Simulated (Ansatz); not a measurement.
Steps of a relaxation of C$_{2}$H$_{7}$AlO with RKS PBE0-D4/def2-TZVP.

```sh
$ ansatz run in.yaml --threads 2 --pin off --events-out ev --progress --plain --max-ram 4352MiB
```

```yaml
crystal:
  periodic: [false, false, false]
  atoms:
    - {symbol: C, position_ang: [-0.958611, 1.169465, 0.221458]}
    - {symbol: C, position_ang: [-0.435662, -0.236717, 0.088262]}
    - {symbol: O, position_ang: [0.872293, -0.376461, 0.902463]}
    - {symbol: Al, position_ang: [1.058904, -0.877279, -1.033081]}
    - {symbol: H, position_ang: [-1.864181, 1.270685, -0.413451]}
    - {symbol: H, position_ang: [-1.246480, 1.431615, 1.264436]}
    - {symbol: H, position_ang: [-0.225370, 1.921386, -0.133886]}
    - {symbol: H, position_ang: [-1.147074, -0.994206, 0.476341]}
    - {symbol: H, position_ang: [0.776589, -1.076179, 1.576601]}
    - {symbol: H, position_ang: [1.990534, 0.177208, -1.792015]}
    - {symbol: H, position_ang: [1.244359, -2.466417, -1.136428]}
basis:
  gaussian: {orbitals: def2-TZVP}
hamiltonian: {xc: pbe0, dispersion: d4}
relax: {f_tol: 0.005, max_steps: 150}
```

Positions (Å) and forces (eV/Å) along the path, 10 of 10 steps:

```xyz
11
step=1 energy=-10825.4456 eV
C    -0.959    1.169    0.221   -0.124    0.261    0.053
C    -0.436   -0.237    0.088   -0.007   -0.235    0.049
O     0.872   -0.376    0.902   -0.301   -0.539    0.166
Al    1.059   -0.877   -1.033   -0.156    0.104    0.371
H    -1.864    1.271   -0.413    0.435   -0.074    0.302
H    -1.246    1.432    1.264    0.150   -0.139   -0.504
H    -0.225    1.921   -0.134   -0.327   -0.390    0.175
H    -1.147   -0.994    0.476    0.377    0.420   -0.171
H     0.777   -1.076    1.577    0.080    0.531   -0.514
H     1.991    0.177   -1.792   -0.114   -0.131    0.077
H     1.244   -2.466   -1.136   -0.013    0.190   -0.003
11
step=2 energy=-10825.4813 eV
C    -0.954    1.163    0.222   -0.060    0.095   -0.023
C    -0.436   -0.237    0.080    0.061   -0.076    0.085
O     0.863   -0.371    0.898   -0.096   -0.196   -0.113
Al    1.053   -0.874   -1.023   -0.101    0.087    0.251
H    -1.849    1.266   -0.407    0.124   -0.008    0.088
H    -1.237    1.416    1.255    0.049   -0.056   -0.148
H    -0.224    1.903   -0.126   -0.096   -0.108    0.048
H    -1.138   -0.982    0.472    0.101    0.114   -0.070
H     0.768   -1.061    1.566    0.034    0.138   -0.129
H     1.974    0.169   -1.784   -0.015   -0.011    0.006
H     1.244   -2.449   -1.132   -0.002    0.020    0.004
11
step=3 energy=-10825.4870 eV
C    -0.953    1.161    0.219    0.020   -0.006    0.020
C    -0.436   -0.236    0.081    0.022   -0.010   -0.030
O     0.863   -0.375    0.892   -0.037   -0.001   -0.133
Al    1.048   -0.870   -1.013   -0.009    0.033    0.094
H    -1.843    1.266   -0.406   -0.012   -0.005   -0.012
H    -1.232    1.411    1.248   -0.011    0.014    0.027
H    -0.223    1.896   -0.126    0.016    0.018   -0.010
H    -1.136   -0.977    0.468   -0.007   -0.016    0.017
H     0.773   -1.064    1.556    0.006   -0.020    0.037
H     1.963    0.173   -1.777    0.007    0.006   -0.009
H     1.241   -2.443   -1.121    0.004   -0.014   -0.002
11
step=4 energy=-10825.4879 eV
C    -0.953    1.162    0.220   -0.001   -0.004    0.001
C    -0.439   -0.237    0.078   -0.018    0.014   -0.005
O     0.861   -0.376    0.883    0.005   -0.024   -0.024
Al    1.049   -0.870   -1.009    0.019    0.007    0.016
H    -1.844    1.268   -0.404   -0.010    0.004   -0.006
H    -1.231    1.411    1.250   -0.002    0.003    0.009
H    -0.222    1.896   -0.126    0.006    0.005   -0.004
H    -1.138   -0.978    0.469   -0.009   -0.006    0.000
H     0.774   -1.062    1.551    0.012    0.003    0.019
H     1.964    0.173   -1.775   -0.001    0.002   -0.005
H     1.244   -2.443   -1.116   -0.001   -0.004   -0.001
11
step=5 energy=-10825.4881 eV
C    -0.953    1.162    0.220    0.002    0.000    0.002
C    -0.441   -0.237    0.077   -0.022    0.008   -0.012
O     0.861   -0.378    0.881    0.003   -0.021    0.009
Al    1.051   -0.870   -1.007    0.007    0.002   -0.007
H    -1.845    1.270   -0.403    0.002   -0.001    0.002
H    -1.230    1.412    1.251    0.001    0.000   -0.002
H    -0.222    1.896   -0.126   -0.002   -0.001    0.000
H    -1.140   -0.978    0.468    0.003    0.000    0.000
H     0.776   -1.062    1.551    0.007    0.013    0.008
H     1.964    0.173   -1.776   -0.001   -0.001    0.000
H     1.246   -2.444   -1.115    0.000    0.001    0.000
11
step=6 energy=-10825.4881 eV
C    -0.953    1.162    0.221    0.000    0.000   -0.002
C    -0.442   -0.238    0.076   -0.007    0.006   -0.001
O     0.860   -0.379    0.880    0.004   -0.014    0.007
Al    1.051   -0.870   -1.007    0.000    0.000   -0.006
H    -1.846    1.271   -0.402    0.001    0.000    0.002
H    -1.230    1.412    1.251    0.001   -0.002   -0.002
H    -0.222    1.896   -0.126   -0.002   -0.002    0.001
H    -1.141   -0.979    0.467    0.002    0.000   -0.002
H     0.777   -1.060    1.553    0.001    0.010    0.003
H     1.964    0.173   -1.777    0.000   -0.001    0.002
H     1.246   -2.444   -1.115   -0.001    0.002   -0.001
11
step=7 energy=-10825.4882 eV
C    -0.953    1.162    0.221   -0.001   -0.001    0.000
C    -0.442   -0.238    0.075    0.007    0.002    0.003
O     0.860   -0.380    0.879   -0.003   -0.004   -0.001
Al    1.052   -0.871   -1.007   -0.003   -0.001   -0.001
H    -1.846    1.271   -0.402    0.001   -0.001    0.001
H    -1.229    1.411    1.252    0.000    0.000   -0.001
H    -0.222    1.896   -0.126   -0.001   -0.001    0.001
H    -1.141   -0.979    0.466    0.002    0.000   -0.001
H     0.776   -1.056    1.557   -0.002    0.005    0.000
H     1.965    0.172   -1.776    0.001    0.000    0.001
H     1.246   -2.444   -1.117   -0.001    0.001   -0.001
11
step=8 energy=-10825.4882 eV
C    -0.954    1.162    0.221    0.003    0.000   -0.010
C    -0.441   -0.237    0.074    0.003    0.003    0.012
O     0.861   -0.379    0.878   -0.007   -0.005    0.000
Al    1.052   -0.872   -1.008    0.000    0.004   -0.002
H    -1.847    1.270   -0.400   -0.001    0.002    0.001
H    -1.228    1.410    1.253    0.000   -0.002   -0.001
H    -0.224    1.896   -0.126   -0.002    0.001    0.002
H    -1.139   -0.979    0.464   -0.004   -0.004   -0.002
H     0.773   -1.053    1.558    0.007    0.002    0.002
H     1.967    0.171   -1.775    0.002    0.000   -0.001
H     1.245   -2.446   -1.120   -0.002   -0.001   -0.001
11
step=9 energy=-10825.4882 eV
C    -0.954    1.162    0.221   -0.001   -0.001    0.001
C    -0.441   -0.237    0.074    0.009    0.003    0.002
O     0.862   -0.379    0.878   -0.007   -0.001   -0.002
Al    1.052   -0.872   -1.008   -0.002    0.000   -0.002
H    -1.848    1.270   -0.400   -0.001    0.000   -0.001
H    -1.229    1.409    1.252   -0.001    0.001    0.001
H    -0.225    1.897   -0.126    0.001   -0.001    0.000
H    -1.139   -0.980    0.464   -0.002   -0.001    0.000
H     0.775   -1.050    1.561    0.002    0.000    0.001
H     1.969    0.170   -1.774    0.000    0.000    0.000
H     1.241   -2.446   -1.122    0.001   -0.001    0.001
11
step=10 energy=-10825.4882 eV
C    -0.954    1.162    0.221    0.001    0.000    0.000
C    -0.441   -0.237    0.075    0.004   -0.001    0.002
O     0.862   -0.380    0.878   -0.004    0.001   -0.004
Al    1.052   -0.872   -1.008    0.001    0.001    0.001
H    -1.847    1.270   -0.400    0.000    0.000   -0.001
H    -1.230    1.410    1.253    0.000    0.000    0.001
H    -0.225    1.897   -0.125    0.000    0.001    0.000
H    -1.139   -0.980    0.463    0.000   -0.001    0.001
H     0.776   -1.050    1.561   -0.001    0.000    0.000
H     1.969    0.170   -1.774    0.000    0.000   -0.001
H     1.241   -2.446   -1.122    0.000    0.000    0.000
```

Hardware: 2 threads of an Arm Neoverse V1 on a shared host. Wall time 49 s, peak host memory 0.38 GiB.
